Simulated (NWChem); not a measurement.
System meant: C2H5ClSi; SMILES [SiH3]/C=C\Cl

NWChem input:

```
start job
memory heap 200 mb stack 900 mb global 1100 mb
geometry units angstroms noautosym nocenter noautoz
  Si    -0.428366     1.661996     0.000000
  C      1.077715     0.539516     0.000000
  C      1.031654    -0.794251     0.000000
  Cl    -0.449892    -1.688109     0.000000
  H     -1.265245     1.430292     1.215475
  H     -1.265245     1.430292    -1.215475
  H      0.045022     3.078738     0.000000
  H      2.083037     0.976693     0.000000
  H      1.910780    -1.445205     0.000000
end
basis spherical
  Si library def2-svp
  C library def2-svp
  Cl library def2-svp
  H library def2-svp
end
dft
  xc xtpss03 ctpss03
  iterations 150
end
property
  shielding 8 1 2 3 4 5 7 8 9
end
task dft property
```

End of the output:

```
 Vector   27  Occ=0.000000D+00  E= 3.470146D-02
              MO Center=  4.8D-01,  8.5D-01,  1.9D-09, r^2= 5.8D+00
   Bfn.  Coefficient  Atom+Function         Bfn.  Coefficient  Atom+Function
  ----- ------------  ---------------      ----- ------------  ---------------
    11      0.931284  1 Si px                81     -0.824141  8 H  s
    76     -0.798833  7 H  s                 86     -0.609629  9 H  s
    12      0.502786  1 Si py                66      0.440604  5 H  s
    71      0.440604  6 H  s                 39      0.390054  3 C  px
    25      0.344249  2 C  px                21      0.264974  2 C  s

 center of mass
 --------------
 x =  -0.01816061 y =  -0.20701823 z =   0.00000000

 moments of inertia (a.u.)
 ------------------
         737.815579412129           1.975291512113           0.000000000000
           1.975291512113         189.879417604692           0.000000000000
           0.000000000000           0.000000000000         906.426595458710

     Multipole analysis of the density
     ---------------------------------

     L   x y z        total         alpha         beta         nuclear
     -   - - -        -----         -----         ----         -------
     0   0 0 0     -0.000000    -24.000000    -24.000000     48.000000

     1   1 0 0      0.520773     -0.230257     -0.230257      0.981287
     1   0 1 0      0.013207      1.412096      1.412096     -2.810984
     1   0 0 1      0.000000      0.000000      0.000000      0.000000

     2   2 0 0    -27.263474    -68.194617    -68.194617    109.125760
     2   1 1 0     -0.511350      4.550367      4.550367     -9.612083
     2   1 0 1     -0.000000     -0.000000     -0.000000      0.000000
     2   0 2 0    -29.680172   -209.928136   -209.928136    390.176099
     2   0 1 1      0.000000      0.000000      0.000000      0.000000
     2   0 0 2    -30.478183    -20.514909    -20.514909     10.551634

          -----------------------------------------
          Chemical Shielding Tensors (GIAO, in ppm)
          -----------------------------------------

 ------------------------------------------------------------------------
  xtpss03: d2 not coded                    0
 ------------------------------------------------------------------------
 ------------------------------------------------------------------------
  current input line :
    27: task dft property
 ------------------------------------------------------------------------
 ------------------------------------------------------------------------
 This error has not yet been assigned to a category
 ------------------------------------------------------------------------
 For more information see the NWChem manual at https://nwchemgit.github.io

0: xtpss03: d2 not coded:Received an Error in Communication
```

**Question.** Find the fault in this run and fix the input.

**Answer.** The program stopped with an error. Cause: this functional's second derivatives, which shieldings need, aren't coded here; the fix takes a hybrid GGA instead. This input runs:
```
start job
memory heap 200 mb stack 900 mb global 1100 mb
geometry units angstroms noautosym nocenter noautoz
  Si    -0.428366     1.661996     0.000000
  C      1.077715     0.539516     0.000000
  C      1.031654    -0.794251     0.000000
  Cl    -0.449892    -1.688109     0.000000
  H     -1.265245     1.430292     1.215475
  H     -1.265245     1.430292    -1.215475
  H      0.045022     3.078738     0.000000
  H      2.083037     0.976693     0.000000
  H      1.910780    -1.445205     0.000000
end
basis spherical
  * library def2-svp
end
dft
  xc pbe0
  iterations 150
end
property
  shielding 8 1 2 3 4 5 7 8 9
end
task dft property
```
It converges to -828.21442 Ha (PBE0/def2-SVP, GIAO).
